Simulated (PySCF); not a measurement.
C6H11N.
Numbering: `[CH3:1][CH2:2][CH2:3][CH2:4][C:5]1=[N:6][CH2:7]1`

Geometry (GFN2-xTB, Å), atoms numbered from 1 in this order:
```
atom  x, y, z in Å
C1    -2.280    1.071    0.072
C2    -1.041    0.391    0.640
C3    -0.558   -0.742   -0.262
C4     0.704   -1.410    0.294
C5     1.845   -0.500    0.279
N6     2.884   -0.089    0.850
C7     2.547    0.525   -0.477
H8    -2.609    1.875    0.726
H9    -2.070    1.492   -0.909
H10   -3.095    0.358   -0.030
H11   -0.242    1.127    0.758
H12   -1.269   -0.009    1.631
H13   -1.346   -1.492   -0.354
H14   -0.348   -0.350   -1.259
H15    0.968   -2.271   -0.331
H16    0.537   -1.771    1.313
H17    3.171    0.254   -1.319
H18    2.194    1.548   -0.472
```

Probes without a nucleus sit at each ring's centroid and 1 Å off its mean plane on both sides; NICS is minus the shielding there, NICSzz its component along the normal. Level: GIAO PBE0/pcSseg-1 (PySCF, non-relativistic, gas phase) on the GFN2-xTB geometry, one conformer.

Ring bond lengths (Å), with Mayer bond orders in brackets: C5–N6 1.255 (1.85), N6–C7 1.501 (0.94), C7–C5 1.454 (0.99).

Problem. What do the NICS probes read (ppm)?

Solution. 
```
    ring                                                     type  NICS(0)  NICS(1), two faces  NICS(1)zz, two faces  rms pucker (Å)  centre to ring atoms, mean (Å)
C5–N6–C7  3-membered ring with N; formal bonds 1 double, 2 single    -32.1         -9.2 / -9.0         -18.9 / -19.6            0.00                            0.81
```

Problem. What can be read from them?

Solution. 
- C5–N6–C7: mean NICS(1)zz -19.2 ppm, shielded. C7 has four or more neighbours; no verdict on aromaticity is drawn. A hydrogen on C7, outside the ring, lies only 1.47 Å from a NICS(1) probe, which then mostly feels that atom. NICS(0) lies 23 ppm below the mean NICS(1).

Problem. List the ring angles and the Hirshfeld charges of the ring atoms.

Solution. 
- C5–N6–C7: C5 66.8° (+0.091 e), N6 63.0° (-0.178 e), C7 50.2° (-0.077 e); sum 180.0° against 180° for a flat convex ring.

Problem. How shielded are the nuclei of the rings and their hydrogens (means over atoms taken as equivalent)?

Solution. 
```tsv
atoms	environment	σ isotropic (ppm)
C5	C=N carbon	8.0
N6	C=N nitrogen	-42.8
C7	sp3 carbon bound to nitrogen	168.9
H17 (×2)	methylene hydrogen	30.66
```
